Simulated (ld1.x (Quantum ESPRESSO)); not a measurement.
## What one change does to a pseudopotential (bismuth (Bi), TM)

| Property | Result |
| --- | --- |
| Element | Bi (Z = 83) |
| Generator | ld1.x (Quantum ESPRESSO) 7.5 |
| Type | norm-conserving Troullier–Martins (Kleinman–Bylander form) |
| Functional | PW91 |
| Relativity | scalar-relativistic |
| Frozen core | [Xe] 4f14 5d10 |
| Valence charge | 5 |
| Reference configuration | 6s2 6p1 (charge +2) |
| Partial waves | 6s (bound): rc 1.60 bohr; 6p (bound): rc 2.05 bohr; 6d channel at 0.45 Ry: rc 1.80 bohr |
| Local potential | the d channel |
| Core correction | a·sin(br)/r model core inside 1.50 bohr |

Change: wave 6s (bound): rc 1.60 bohr becomes 6s (bound): rc 1.52 bohr.

Cutoffs: the cutoffs (Ry, on a coarse ladder) from which the occupation-weighted sum of valence levels, in a spherical-Bessel basis at the reference potential, stays within 10 and 1 mRy of its value at 400 Ry; they do not see the model core or the augmentation charge, which bear on the density cutoff. Errors are all-electron minus pseudo energies relative to the spin-unpolarised reference configuration.

Problem. Predict the effect on cutoff, ghosts and configuration errors.

Solution. The potential gets harder (50 Ry and 90 Ry → 55 Ry and 110 Ry); both files keep a bound ghost (p, s); of the 7 tests that both files solve, the error grows in 2 and shrinks in 0 by more than 15 % and 0.3 meV (median size 54.3 → 54.3 meV). A smaller radius makes the pseudo-wave follow the all-electron one further in, where it bends more sharply, so more plane waves are needed.

```tsv
quantity	base	changed
cutoff, loose	50 Ry	55 Ry
cutoff, tight	90 Ry	110 Ry
loose cutoff by channel (10 mRy a level)	s 30 Ry, p 10 Ry	s 40 Ry, p 10 Ry
bound ghosts	s, p	s, p
error for 6s2 6p3, meV [ΔE -23.30 eV]	-48	-48
error for 6s2 6p2, meV [ΔE -15.32 eV]	-17	-17
error for 6s2 6p0, meV [ΔE 23.43 eV]	-64	-64
error for 6s2 6p3.3, meV [ΔE -24.40 eV]	-54	-54
error for 6s1 6p0, meV [ΔE 68.96 eV]	-464	-468
error for 6s0 6p5, meV [ΔE -2.74 eV]	-62	-76
error for 6s1 6p3, meV [ΔE -4.48 eV]	-12	-16
s: phases at 2.25 bohr within 0.05 rad from the reference energy up to (Ry; the scan ends near 5)	2.1	2.0
p: phases at 2.25 bohr within 0.05 rad from the reference energy up to (Ry; the scan ends near 5)	to the end of the scan	to the end of the scan
d: phases at 2.25 bohr within 0.05 rad from the reference energy up to (Ry; the scan ends near 5)	0.6	0.6
```

 A true bound ghost makes a file unfit for plane-wave use even where its test errors are small: the radial tests pick states by their node count and pass the ghost by.
